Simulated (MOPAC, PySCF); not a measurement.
H$_{3}$B$_{2}$N, SMILES `B=NB`, neutral singlet in the gas phase. 

Cartesian coordinates (Å):
```xyz
6

B      1.5214    -0.1333     0.7087
N      0.2837    -0.0243     0.8471
B     -1.1015     0.0965     0.9994
H      2.6761    -0.2343     0.5800
H     -1.8335    -0.4393     0.2221
H     -1.5462     0.7348     1.9062
```
Charge 0, multiplicity 1.

All levels are single points at this geometry (B3LYP-D3(BJ)/def2-TZVP); Pople sets use spherical d functions. Orbital energies aren't observables, and empty levels follow the basis.

```csv
level,HOMO (eV),LUMO (eV),gap (eV),dipole (D),"vertical IE, Delta-SCF (eV)"
B3LYP-D3(BJ)/def2-TZVP in PySCF,-7.60,-1.82,5.78,1.73,–
PBE-D3(BJ)/def2-TZVP in PySCF,-6.58,-2.62,3.96,1.61,–
B3LYP/3-21G in PySCF,-7.53,-1.63,5.89,1.53,–
B3LYP/6-311+G** in PySCF,-7.61,-1.85,5.76,1.71,–
B3LYP/6-31G* in PySCF,-7.39,-1.46,5.93,1.70,10.09
PBE/6-31G* in PySCF,-6.37,-2.32,4.05,1.59,9.93
AM1 in MOPAC,-9.73,1.67,11.40,1.83,–
PM3 in MOPAC,-10.96,-0.57,10.40,0.05,–
PM6 in MOPAC,-9.70,-0.13,9.57,1.08,–
```
